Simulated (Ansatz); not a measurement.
Ansatz (a first-principles code) input (B3LYP-D3(BJ)/def2-TZVP):

Ansatz 0.2 input:
```yaml
crystal:
  periodic: [false, false, false]
  atoms:
    - {symbol: Sn, position_ang: [0.13551750, -0.04565181, -0.03304234]}
    - {symbol: O, position_ang: [1.74812771, -0.56880934, -0.42926561]}
    - {symbol: F, position_ang: [-0.84902062, -0.32926549, 1.59853727]}
    - {symbol: F, position_ang: [-1.09533053, 0.95881405, -1.12228509]}
basis:
  gaussian:
    orbitals: def2-TZVP
hamiltonian:
  xc: b3lyp
  dispersion: d3bj
relax: {f_tol: 0.002, max_steps: 150}
```

Output:

```
Functional definition: B3LYP
integrals: 0.05 GiB planned
895 factors; their error is unknown
mean field: 0.49 GiB planned
mean field evaluation 1: about -13303.8738 eV, gradient 8.9e1 eV
mean field evaluation 2: about -13172.9663 eV, gradient 2.2e2 eV
mean field evaluation 4: about -13316.9399 eV, gradient 1.4e1 eV
mean field evaluation 8: about -13317.3047 eV, gradient 1.7e-1 eV
mean field evaluation 16: about -13317.3810 eV, gradient 5.4e-4 eV
mean field -13317.38101466 eV, -489.4047254436 hartree, gradient 3.6e-5 eV, S^2 0.000000; 0 other end points of the search recorded, 0 dependent functions left out
the calculation of the forces begins
reference -13317.38124713 eV, -489.4047339867 hartree; 24, 24 occupied and 119, 119 virtual orbitals, 895 factors
relax step   1: F+E_penalty+E_count = -13317.48462209 eV  Δ(F+E_penalty+E_count) = +0.000e0 eV  max|allowed force component| = 3.567e0 eV/Å  Δτ_max = 0.0000 Å  (32 SCF iters, accepted)
these checks for a lower state are left out or cut short: starts, cluster_reference, orbital_swaps, neighbouring_geometries, increment
integrals: 0.05 GiB planned
895 factors; their error is unknown
mean field: 0.49 GiB planned
mean field -13317.54554117 eV, -489.4107716813 hartree, gradient 2.2e-5 eV, S^2 0.000000; 0 other end points of the search recorded, 0 dependent functions left out
the calculation of the forces begins
reference -13317.54577349 eV, -489.4107802190 hartree; 24, 24 occupied and 119, 119 virtual orbitals, 895 factors
relax step   2: F+E_penalty+E_count = -13317.64879526 eV  Δ(F+E_penalty+E_count) = -1.642e-1 eV  max|allowed force component| = 6.068e-1 eV/Å  Δτ_max = 0.0751 Å  (34 SCF iters, accepted)
these checks for a lower state are left out or cut short: starts, cluster_reference, orbital_swaps, neighbouring_geometries, increment
integrals: 0.05 GiB planned
895 factors; their error is unknown
mean field: 0.49 GiB planned
mean field evaluation 32: about -13317.5515 eV, gradient 6.0e-5 eV
mean field -13317.55151243 eV, -489.4109911213 hartree, gradient 2.1e-5 eV, S^2 0.000000; 0 other end points of the search recorded, 0 dependent functions left out
the calculation of the forces begins
reference -13317.55174460 eV, -489.4109996534 hartree; 24, 24 occupied and 119, 119 virtual orbitals, 895 factors
relax step   3: F+E_penalty+E_count = -13317.65474746 eV  Δ(F+E_penalty+E_count) = -5.952e-3 eV  max|allowed force component| = 4.351e-2 eV/Å  Δτ_max = 0.0200 Å  (35 SCF iters, accepted)
these checks for a lower state are left out or cut short: starts, cluster_reference, orbital_swaps, neighbouring_geometries, increment
integrals: 0.05 GiB planned
895 factors; their error is unknown
mean field: 0.49 GiB planned
mean field -13317.55155931 eV, -489.4109928439 hartree, gradient 2.1e-5 eV, S^2 0.000000; 0 other end points of the search recorded, 0 dependent functions left out
the calculation of the forces begins
reference -13317.55179148 eV, -489.4110013759 hartree; 24, 24 occupied and 119, 119 virtual orbitals, 895 factors
relax step   4: F+E_penalty+E_count = -13317.65478006 eV  Δ(F+E_penalty+E_count) = -3.260e-5 eV  max|allowed force component| = 3.167e-3 eV/Å  Δτ_max = 0.0011 Å  (37 SCF iters, accepted)
these checks for a lower state are left out or cut short: starts, cluster_reference, orbital_swaps, neighbouring_geometries, increment
integrals: 0.05 GiB planned
895 factors; their error is unknown
mean field: 0.49 GiB planned
mean field -13317.55156004 eV, -489.4109928708 hartree, gradient 2.1e-5 eV, S^2 0.000000; 0 other end points of the search recorded, 0 dependent functions left out
the calculation of the forces begins
reference -13317.55179222 eV, -489.4110014031 hartree; 24, 24 occupied and 119, 119 virtual orbitals, 895 factors
relax step   5: F+E_penalty+E_count = -13317.65478026 eV  Δ(F+E_penalty+E_count) = -2.040e-7 eV  max|allowed force component| = 1.907e-3 eV/Å  Δτ_max = 0.0004 Å  (37 SCF iters, accepted)
integrals: 0.05 GiB planned
895 factors; their error is unknown
mean field: 0.49 GiB planned
mean field evaluation 64: about -13317.4715 eV, gradient 7.8e-2 eV
mean field -13317.55156004 eV, -489.4109928708 hartree, gradient 2.1e-5 eV, S^2 0.000000; 1 other end points of the search recorded, 0 dependent functions left out
the calculation of the forces begins
reference -13317.55179222 eV, -489.4110014031 hartree; 24, 24 occupied and 119, 119 virtual orbitals, 895 factors
Total energy: -13317.65501244 eV, -489.4147946762 hartree
Atom 0 at     0.143493    -0.047798    -0.035371 Å, force     0.001907    -0.000575    -0.000571 eV/Å
Atom 1 at     1.834003    -0.597172    -0.449535 Å, force    -0.000288     0.000094     0.000071 eV/Å
Atom 2 at    -0.901232    -0.283184     1.544116 Å, force    -0.000816     0.000055     0.000683 eV/Å
Atom 3 at    -1.136970     0.943242    -1.045266 Å, force    -0.000802     0.000426    -0.000183 eV/Å
Dipole moment:    -0.144270     0.046873     0.035372 e Å
```
